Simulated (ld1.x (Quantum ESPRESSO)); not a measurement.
# Before and after: TM potential for tungsten

* Element: W
* Generator: ld1.x (Quantum ESPRESSO) 7.5
* Type: norm-conserving Troullier–Martins (Kleinman–Bylander form)
* Functional: PBE
* Relativity: scalar-relativistic
* Frozen core: [Xe] 4f14
* Valence charge: 6
* Reference configuration: 5d4 6s1.5 6p0.5
* Partial waves: 6s (bound): rc 2.25 bohr; 6p (bound): rc 2.85 bohr; 5d (bound): rc 1.85 bohr
* Local potential: all-electron potential smoothed inside 2.85 bohr (lloc = -2)
* Core correction: none

Change: reference 5d4 6s2 6p0.

Cutoffs: the cutoffs (Ry, on a coarse ladder) from which the occupation-weighted sum of valence levels, in a spherical-Bessel basis at the reference potential, stays within 10 and 1 mRy of its value at 400 Ry; they do not see the model core or the augmentation charge, which bear on the density cutoff. Errors are all-electron minus pseudo energies relative to the spin-unpolarised reference configuration.

Q: What does the change do?

A: The potential gets neither clearly harder nor softer (30 Ry and 35 Ry → 30 Ry and 35 Ry); neither file shows a bound ghost.

| quantity | base | changed |
| --- | --- | --- |
| cutoff, loose | 30 Ry | 30 Ry |
| cutoff, tight | 35 Ry | 35 Ry |
| bound ghosts | none | none |
| largest error over its own tests, meV | +63 | +87 |
| s: phases at 3.09 bohr within 0.05 rad from the reference energy up to (Ry; the scan ends near 5) | 1.3 | 1.3 |
| p: phases at 3.09 bohr within 0.05 rad from the reference energy up to (Ry; the scan ends near 5) | 0.6 | 0.5 |
| d: phases at 3.09 bohr within 0.05 rad from the reference energy up to (Ry; the scan ends near 5) | 1.0 | 1.1 |
